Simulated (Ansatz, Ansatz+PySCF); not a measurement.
```xyz
2

C     0.0000    0.0000    0.0000
N     0.0000    0.0000    1.1720
```

Basis set: def2-SVP (spherical functions). Left uncorrelated: 2 orbitals. Correlation on ROHF uses semicanonical orbitals with singles. Charge 0, multiplicity 2.

Computed with Ansatz (development build ahead of 0.2.0); each method stands on the lowest determinant of its kind that the runs found.

The atomization energy at this shape (free ground-state atoms in the same class of orbitals less the molecule, no zero-point energy) of doublet CN:

```json
{"method": "ROHF-CCSD(T)", "atomization energy": "7.27 eV"}
{"method": "UHF-CCSD(T)", "atomization energy": "7.23 eV"}
{"method": "UHF-MP2", "atomization energy": "6.74 eV"}
{"method": "ROHF", "atomization energy": "3.71 eV"}
{"method": "UHF", "atomization energy": "4.00 eV"}
```

**Question.** What does ROHF-MP2 give?

**Answer.** 7.59 eV. Caution for UHF-CCSD(T), UHF-MP2, UHF: the unrestricted determinant is spin contaminated.
